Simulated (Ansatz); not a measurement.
Reaction (ligand exchange at a B–O bond): `CNBOCF` + H₂S → `CNBS` + `OCF`

Program: Ansatz. Geometries: PBE0-D4/def2-TZVP. ΔE: electronic, gas phase. CCSD(T)/CBS is the MP2 limit (def2-TZVPP, def2-QZVPP) plus CCSD(T) − MP2 in def2-TZVPP, frozen cores. This one scheme is used for every species. DFT in def2-TZVPP. B3LYP here is the variant with VWN-RPA as its local correlation; programs differ in this. Each species was taken in one conformer, which may not be the lowest.

| level | ΔE (kJ/mol) | difference from CCSD(T)/CBS |
| --- | --- | --- |
| PBE-D4 | 31.0 | -10.0 |
| r2SCAN-D4 | 38.2 | -2.8 |
| B3LYP-D4 | 43.2 | 2.2 |
| ωB97X-V | 41.9 | 0.9 |
| B2PLYP | 41.8 | 0.8 |
| PBE | 29.7 | -11.3 |
| r2SCAN | 37.6 | -3.4 |
| PBE0 | 32.3 | -8.7 |
| B3LYP | 41.5 | 0.5 |
| HF/def2-TZVPP | 50.4 | 9.4 |
| MP2/def2-TZVPP | 38.5 | -2.5 |
| SCS-MP2/def2-TZVPP | 41.6 | 0.6 |
| CCSD/def2-TZVPP | 44.7 | 3.7 |
| SCS-MP2/def2-QZVPP | 40.7 | -0.3 |
| HF/CBS(def2) | 51.4 | 10.4 |
| CCSD/CBS(def2) | 42.6 | 1.6 |
| CCSD(T)/CBS | 41.0 | 0 |

Largest T1 diagnostic among the species: 0.012.

In def2-TZVPP, CCSD(T) changes the Hartree–Fock value by −7.3 kJ/mol (the triples alone add −1.6 kJ/mol) and MP2 by −11.9 kJ/mol.
